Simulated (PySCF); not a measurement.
The vertical singlet excitations below were computed for one of the candidates. Method: TDDFT PBE0/def2-SVPD, vertical, gas phase, core orbitals frozen in the response (PySCF 2.14.0, density-fitted response routines). Geometries: GFN2-xTB, one conformer each.

| state | E (eV) | λ (nm) | f |
| --- | --- | --- | --- |
| S1 | 6.86 | 180.7 | 0.011 |
| S2 | 6.96 | 178.2 | 0.0012 |
| S3 | 7.02 | 176.5 | 0.0071 |
| S4 | 7.51 | 165.0 | 0.0009 |
| S5 | 7.56 | 164.1 | 0.0056 |
| S6 | 7.73 | 160.3 | 0.014 |

Triplets computed (Tamm–Dancoff): 6.53, 6.79 eV.

Question: Which structure fits? All have the formula C5H10O2.
A. `CCCC(=O)OC`
B. `CC1(OC)COC1`
C. `C=CC(OC)OC`

Answer: B. Its S1, at 6.86 eV, is the highest among the candidates; the nearest of the others has S1 at 6.27 eV. S1 is HOMO→LUMO (81%), HOMO-1→LUMO (10%). Löwdin shares by element: HOMO oxygen 57%, carbon 18% or more (atoms not listed hold the other 25%); LUMO carbon 32% or more, hydrogen 16% or more (atoms not listed hold the other 52%). At the same level the other candidates give, for their lowest levels:
- `C=CC(OC)OC`: 6.27 eV (f 0.011); 6.76 eV (f 0.009); 7.31 eV (f 0.036); 7.62 eV (f 0.154); 7.68 eV (f 0.177); T1 4.50 eV; HOMO -7.64, LUMO -0.04 eV
- `CCCC(=O)OC`: 5.92 eV (f 0.001); 7.55 eV (f 0.011); 8.04 eV (f 0.095); 8.28 eV (f 0.004); 8.30 eV (f 0.015); T1 5.39 eV; HOMO -8.01, LUMO 0.17 eV

Conformer computed: `[CH3:1][O:2][C:3]1([CH3:4])[CH2:5][O:6][CH2:7]1`: C1–O2–C3–C4 -61°.

Without π bonds the low states may be Rydberg-like; a valence basis with one diffuse set may place them up to an eV too high.
